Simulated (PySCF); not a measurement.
Compound: C7H12BN.
Cartesian coordinates in Å at the PBE0-D3(BJ)/def2-SVP level; atoms count from 1:
```
atom  x, y, z in Å
C1    -2.046   -0.986    0.459
C2    -1.280   -0.057   -0.474
C3    -1.821    1.367   -0.459
N4     0.168   -0.089   -0.207
B5     1.097   -0.538   -1.212
C6     2.560   -0.525   -0.830
C7     2.912   -0.093    0.428
C8     1.929    0.335    1.356
C9     0.603    0.325    1.014
H10   -2.011   -0.641    1.504
H11   -3.104   -1.032    0.162
H12   -1.632   -2.004    0.421
H13   -1.379   -0.448   -1.497
H14   -1.760    1.817    0.545
H15   -2.878    1.375   -0.762
H16   -1.256    2.005   -1.154
H17    0.638   -0.890   -2.274
H18    3.355   -0.846   -1.511
H19    3.961   -0.069    0.744
H20    2.213    0.678    2.352
H21   -0.157    0.655    1.726
```

The closed-shell ground state was solved at several levels (PySCF, density fitting, gas phase, non-relativistic).

| level | basis functions | HOMO (eV) | LUMO (eV) | gap (eV) | dipole (D) |
| --- | --- | --- | --- | --- | --- |
| PBE0/pcSseg-1 | 213 | -6.39 | -0.65 | 5.74 | 2.46 |
| PBE0/def2-SVPD | 276 | -6.41 | -0.72 | 5.69 | 2.34 |

Task: What might CAM-B3LYP/pcSseg-1 (213 basis functions) give for the same quantities?

Result: HOMO -7.55 eV, LUMO 0.46 eV, gap 8.01 eV, dipole 2.43 D.

Task: Over all these levels, which gives the widest orbital gap and which the narrowest?

Result: CAM-B3LYP/pcSseg-1 (range-separated hybrid) has the widest, 8.01 eV, and PBE0/def2-SVPD (global hybrid, 25 % exact exchange) the narrowest, 5.69 eV. Functional and basis both differ between the two, so the spread mixes both effects.

Task: How far do the dipole and the HOMO energy spread over the levels?

Result: The dipole runs from 2.34 to 2.46 D (mean 2.41 D) and the HOMO from -7.55 to -6.39 eV.

One conformer stands for the species.
